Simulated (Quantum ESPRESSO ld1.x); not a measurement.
All-electron atom: Ca II in [Ar] 4s0.75 4f0.25 (fractional occupations, a model configuration). Method: scalar-relativistic Kohn-Sham, LDA (Slater exchange, Perdew-Wang correlation), spin-polarised, spherical densities, point nucleus; open shells are filled with parallel spins first; computed with ld1.x of Quantum ESPRESSO 7.5. Some entries of the table are withheld. Estimate them.

orbital,occ.,eigenvalue (hartree),<r^2> (bohr^2)
1s up,1,-145.028,0.007978
1s down,1,-145.027,0.007978
2s up,1,-15.4893,0.1583
2s down,1,-15.4882,0.1583
2p up,3,-12.6032,0.1335
2p down,3,-12.6022,0.1335
3s up,1,-2.02432,1.546
3s down,1,-2.02150,1.541
3p up,3,-1.33040,1.900
3p down,3,-1.32655,1.884
4s up,0.75,-0.37506,13.75
3d up,0,-0.36122,(1)
3d down,0,-0.34891,(2)
4s down,0,-0.34587,14.05
4p up,0,-0.25536,(3)
4p down,0,-0.22899,(4)
4f up,0.25,-0.06639,131.0
4f down,0,-0.06076,150.3

Answer. 
(1) 3d up <r^2> (bohr^2): 4.833
(2) 3d down <r^2> (bohr^2): 4.524
(3) 4p up <r^2> (bohr^2): 20.37
(4) 4p down <r^2> (bohr^2): 21.91
